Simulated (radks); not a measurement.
Effect of the nuclear size on the palladium ion Pd3+, [Kr] 4d7. All-electron calculation, Dirac Kohn-Sham, relativistic LDA (MacDonald-Vosko exchange, VWN5 correlation), spin-unpolarised, spherical densities, finite nucleus; open shells are shared between the two j in proportion to 2j + 1; Fermi nuclear charge, rms radius 4.5318 fm. Program: a radial shooting solver on a logarithmic mesh with Libxc functionals. The rms radius is varied about that value; shifts are against it.

rms radius (fm)  total energy shift (eV)  density at nucleus (e/bohr^3)  1s1/2 shift (meV)  2s1/2 shift (meV)  4s1/2 shift (meV)  4p1/2 shift (meV)  4d5/2 shift (meV)  5s1/2 (empty) shift (meV)
3.8928                            -0.651                       1.34e+05               -273              -30.3              -1.07              0.051              0.028                     -0.168
4.2463                            -0.302                      1.325e+05               -126              -14.0             -0.495              0.024              0.013                     -0.078
4.5318                                 0                      1.313e+05              0.000              0.000              0.000              0.000              0.000                      0.000
4.6678                             0.150                      1.308e+05               62.7               6.96              0.245             -0.012             -0.006                      0.039
5.6058                              1.29                      1.278e+05                539               59.8               2.11             -0.101             -0.055                      0.332

Slopes of the eigenvalues against <r^2> in GHz/fm^2, as finite differences over the two radii next to the reference (eigenvalue slopes, not the field-shift constants of lines): 1s1/2 12200, 2s1/2 1350, 4s1/2 47.6, 4p1/2 -2.29, 5s1/2 (empty) 7.50.
